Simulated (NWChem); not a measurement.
All runs are NWChem calculations. System: C3H3O3, charge 0, spin multiplicity 2, at a geometry optimised with UB3LYP/def2-SVP. The structure started from a generated list of species. Its SCF solution wasn't tested for a lower state. Level: UCAM-B3LYP/def2-SVP.

Job file:

```
start mol
memory heap 200 mb stack 900 mb global 1100 mb
geometry units angstroms nocenter noautoz noautosym
  O      1.966669    -0.275945     0.297504
  C      0.805550    -0.114490     0.119094
  O      0.221946     1.096582    -0.181429
  C     -1.116071     0.917522    -0.405239
  C     -1.445671    -0.499382    -0.051741
  O     -0.152047    -1.064840     0.174265
  H     -1.748090     1.799358    -0.305305
  H     -2.056229    -0.605991     0.867396
  H     -1.951086    -1.061654    -0.857503
end
basis spherical
  * library def2-svp
end
dft
  xc xcamb88 1.00 lyp 0.81 vwn_5 0.19 hfexch 1.00
  cam 0.33 cam_alpha 0.19 cam_beta 0.46
  odft
  mult 2
  direct
  iterations 100
end
task dft energy
```

NWChem printed:

```
             Northwest Computational Chemistry Package (NWChem) 7.3.0
             --------------------------------------------------------

                                NWChem Input Module
                                -------------------

 Scaling coordinates for geometry "geometry" by  1.889725989
 (inverse scale =  0.529177249)

                             Geometry "geometry" -> ""
                             -------------------------

 Output coordinates in angstroms (scale by  1.889725989 to convert to a.u.)

  No.       Tag          Charge          X              Y              Z
 ---- ---------------- ---------- -------------- -------------- --------------
    1 O                    8.0000     1.96666900    -0.27594500     0.29750400
    2 C                    6.0000     0.80555000    -0.11449000     0.11909400
    3 O                    8.0000     0.22194600     1.09658200    -0.18142900
    4 C                    6.0000    -1.11607100     0.91752200    -0.40523900
    5 C                    6.0000    -1.44567100    -0.49938200    -0.05174100
    6 O                    8.0000    -0.15204700    -1.06484000     0.17426500
    7 H                    1.0000    -1.74809000     1.79935800    -0.30530500
    8 H                    1.0000    -2.05622900    -0.60599100     0.86739600
    9 H                    1.0000    -1.95108600    -1.06165400    -0.85750300

 Effective nuclear repulsion energy (a.u.)     236.5035595419

            Nuclear Dipole moment (a.u.)
            ----------------------------
        X                 Y               Z
 ---------------- ---------------- ----------------
    -0.0000245664    -0.0000207870    -0.0000151178


 Summary of "ao basis" -> "" (spherical)
 ------------------------------------------------------------------------------
       Tag                 Description            Shells   Functions and Types
 ---------------- ------------------------------  ------  ---------------------
 *                          def2-svp                  on all atoms

                                 NWChem DFT Module
                                 -----------------

 Summary of "ao basis" -> "ao basis" (spherical)
 ------------------------------------------------------------------------------
       Tag                 Description            Shells   Functions and Types
 ---------------- ------------------------------  ------  ---------------------
 O                          def2-svp                 6       14   3s2p1d
 C                          def2-svp                 6       14   3s2p1d
 H                          def2-svp                 3        5   2s1p

 Summary of "ao basis" -> "ao basis" (spherical)
 ------------------------------------------------------------------------------
       Tag                 Description            Shells   Functions and Types
 ---------------- ------------------------------  ------  ---------------------
 O                          def2-svp                 6       14   3s2p1d
 C                          def2-svp                 6       14   3s2p1d
 H                          def2-svp                 3        5   2s1p

  int_init: cando_txs set to always be  F

            General Information
            -------------------
          SCF calculation type: DFT
          Wavefunction type:  spin polarized.
          No. of atoms     :     9
          No. of electrons :    45
           Alpha electrons :    23
            Beta electrons :    22
          Charge           :     0
[...]
    95      0.138491  9 H  s                 34      0.125068  3 O  pz

 Vector   22  Occ=1.000000D+00  E=-3.794625D-01
              MO Center=  1.5D+00, -2.2D-01,  2.2D-01, r^2= 1.7D+00
   Bfn.  Coefficient  Atom+Function         Bfn.  Coefficient  Atom+Function
  ----- ------------  ---------------      ----- ------------  ---------------
     5      0.543154  1 O  py                 8      0.350983  1 O  py
     6     -0.202914  1 O  pz                22      0.162153  2 C  py
    33      0.141471  3 O  py                 9     -0.139092  1 O  pz
    31     -0.139500  3 O  s                 73      0.135892  6 O  s
    74      0.135708  6 O  px                32     -0.123889  3 O  px

 Vector   23  Occ=0.000000D+00  E=-1.829317D-02
              MO Center= -9.2D-01,  6.8D-01, -4.3D-01, r^2= 2.4D+00
   Bfn.  Coefficient  Atom+Function         Bfn.  Coefficient  Atom+Function
  ----- ------------  ---------------      ----- ------------  ---------------
    51      0.570555  4 C  pz                48      0.493968  4 C  pz
    91     -0.273696  8 H  s                 37     -0.218532  3 O  pz
    34     -0.216045  3 O  pz                96      0.195829  9 H  s
    20     -0.156301  2 C  pz                90     -0.153119  8 H  s
    95      0.149705  9 H  s                  6      0.137225  1 O  pz

 Vector   24  Occ=0.000000D+00  E= 8.812302D-02
              MO Center=  7.6D-01, -4.0D-02,  1.0D-01, r^2= 2.1D+00
   Bfn.  Coefficient  Atom+Function         Bfn.  Coefficient  Atom+Function
  ----- ------------  ---------------      ----- ------------  ---------------
    20      0.575263  2 C  pz                23      0.550174  2 C  pz
     9     -0.403249  1 O  pz                 6     -0.357915  1 O  pz
    37     -0.280352  3 O  pz                34     -0.268638  3 O  pz
    45     -0.231466  4 C  s                 79     -0.231491  6 O  pz
    76     -0.225211  6 O  pz                91      0.193542  8 H  s

 Vector   25  Occ=0.000000D+00  E= 9.755838D-02
              MO Center= -1.9D+00, -5.6D-01,  8.1D-02, r^2= 4.6D+00
   Bfn.  Coefficient  Atom+Function         Bfn.  Coefficient  Atom+Function
  ----- ------------  ---------------      ----- ------------  ---------------
    59      2.047732  5 C  s                 91     -1.391745  8 H  s
    96     -1.268119  9 H  s                 63     -0.677998  5 C  px
    86     -0.580263  7 H  s                 17     -0.438711  2 C  s
    50      0.380070  4 C  py                31      0.341217  3 O  s
    73      0.283282  6 O  s                 60     -0.255473  5 C  px

   alpha - beta orbital overlaps
   -----------------------------

   alpha      1      2      3      4      5      6      7      8      9     10
    beta      1      2      3      4      5      6      7      8      9     10
 overlap   1.000  1.000  1.000  1.000  1.000  1.000  0.999  0.996  0.997  0.994

   alpha     11     12     13     14     15     16     17     18     19     20
    beta     11     12     13     14     15     17     16     20     18     19
 overlap   0.992  0.996  0.944  0.943  0.994  0.971  0.977  0.865  0.915  0.888

   alpha     21     22     23     24     25     26     27     28     29     30
    beta     21     22     23     24     25     26     27     28     29     30
 overlap   0.992  0.994  0.966  0.987  0.999  0.957  0.958  0.996  0.994  0.994

   alpha     31     32     33     34     35     36     37     38     39     40
    beta     31     32     33     34     35     36     38     37     38     39
 overlap   0.996  0.999  0.990  0.988  0.943  0.934  0.557  0.915  0.748  0.728

   alpha     41     42     43     44     45     46     47     48     49     50
    beta     41     42     43     44     45     46     47     48     49     50
 overlap   0.995  0.995  0.998  0.820  0.820  0.981  0.997  0.999  0.999  0.993

   alpha     51     52     53     54     55     56     57     58     59     60
    beta     51     52     53     54     55     56     57     58     59     60
 overlap   0.992  0.998  0.999  0.998  0.999  0.999  1.000  1.000  0.995  0.992

   alpha     61     62     63     64     65     66     67     68     69     70
    beta     61     62     63     64     65     66     67     68     69     70
 overlap   0.992  0.997  1.000  0.999  0.998  0.965  0.962  0.990  0.980  0.988

   alpha     71     72     73     74     75     76     77     78     79     80
    beta     71     72     73     74     75     76     77     78     79     80
 overlap   0.995  0.985  0.995  0.996  0.988  0.917  0.916  0.991  0.960  0.961

   alpha     81     82     83     84     85     86     87     88     89     90
    beta     81     82     83     84     85     86     87     88     89     90
 overlap   0.999  0.999  0.999  1.000  0.998  0.999  0.997  0.996  0.998  0.998

   alpha     91     92     93     94     95     96     97     98     99
    beta     91     92     93     94     95     96     97     98     99
 overlap   0.997  0.997  0.999  0.998  0.999  0.999  0.999  1.000  1.000

     --------------------------
     Expectation value of S2:
     --------------------------
      <S2> =      0.7536 (Exact =     0.7500)

 center of mass
 --------------
 x =   0.12379745 y =  -0.00281176 z =   0.00633339

 moments of inertia (a.u.)
 ------------------
         224.270471227876          24.096168893639         -57.758969330153
          24.096168893639         456.502143800535          42.653561907411
         -57.758969330153          42.653561907411         636.540246219817

     Multipole analysis of the density
     ---------------------------------

     L   x y z        total         alpha         beta         nuclear
     -   - - -        -----         -----         ----         -------
     0   0 0 0     -0.000000    -23.000000    -22.000000     45.000000

     1   1 0 0     -1.827881      0.021974     -1.849830     -0.000025
     1   0 1 0      0.203819     -0.657731      0.861571     -0.000021
     1   0 0 1     -0.105615      0.422412     -0.528012     -0.000015

     2   2 0 0    -25.613499   -134.460524   -128.696225    237.543251
     2   1 1 0      0.092864      7.181620      4.671022    -11.759777
     2   1 0 1     -0.728947    -16.153229    -14.243744     29.668026
     2   0 2 0    -25.894555    -69.534170    -65.842863    109.482479
     2   0 1 1      0.831853     12.042034     10.413242    -21.623423
     2   0 0 2    -24.428235    -20.648777    -17.641332     13.861874

 Task  times  cpu:       70.8s     wall:       70.8s

 Total times  cpu:       70.9s     wall:       70.9s
```
